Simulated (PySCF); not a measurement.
I$_{2}$, triplet, at a GFN2-xTB geometry (a higher spin typed on purpose: for a closed-shell molecule this is an excited state) (all electrons, no relativity). Base run: PySCF with PBE0/6-311G**.

Here is a job for PySCF.
```python
from pyscf import gto, scf, dft

mol = gto.Mole()
mol.atom = '''
    I    -0.00000000   -0.00000000   -1.58419703
    I     0.00000000    0.00000000    1.58419703
'''
mol.basis = '6-311g**'
mol.spin = 2
mol.verbose = 4
mol.build()

mf = dft.UKS(mol)
mf.xc = 'pbe0'
mf.kernel()
```

Each row names what was changed in the base input (with any setting that the change needs).

```json
[
 {"change": "base", "ΔE vs base (mEh)": "0.000", "grid points": "43920", "electrons on the grid": "106.00000"},
 {"change": "small_rho_cutoff = 0", "ΔE vs base (mEh)": "0.000", "grid points": "43920", "electrons on the grid": "106.00000"},
 {"change": "grids.radi_method = delley", "ΔE vs base (mEh)": "0.354", "grid points": "41496", "electrons on the grid": "106.00000"},
 {"change": "grids.radi_method = mura_knowles", "ΔE vs base (mEh)": "0.000", "grid points": "38664", "electrons on the grid": "106.00000"},
 {"change": "grids.atom_grid = (99, 590)", "ΔE vs base (mEh)": "0.015", "grid points": "57472", "electrons on the grid": "106.00000"},
 {"change": "grids.level = 0", "ΔE vs base (mEh)": "-70.623", "grid points": "5664", "electrons on the grid": "106.00353"},
 {"change": "grids.radi_method = gauss_chebyshev", "ΔE vs base (mEh)": "0.001", "grid points": "41904", "electrons on the grid": "106.00000"},
 {"change": "grids.level = 1", "ΔE vs base (mEh)": "0.331", "grid points": "16056", "electrons on the grid": "106.00002"},
 {"change": "grids.level = 7", "ΔE vs base (mEh)": "0.008", "grid points": "179856", "electrons on the grid": "106.00000"},
 {"change": "grids.atom_grid = (50, 194)", "ΔE vs base (mEh)": "-0.090", "grid points": "12392", "electrons on the grid": "106.00004"},
 {"change": "grids.atom_grid = (75, 302)", "ΔE vs base (mEh)": "0.037", "grid points": "26224", "electrons on the grid": "106.00001"}
]
```

Open shells are given as the SCF converged; they aren't shown to be the lowest states, and a large step between rows can be another state.
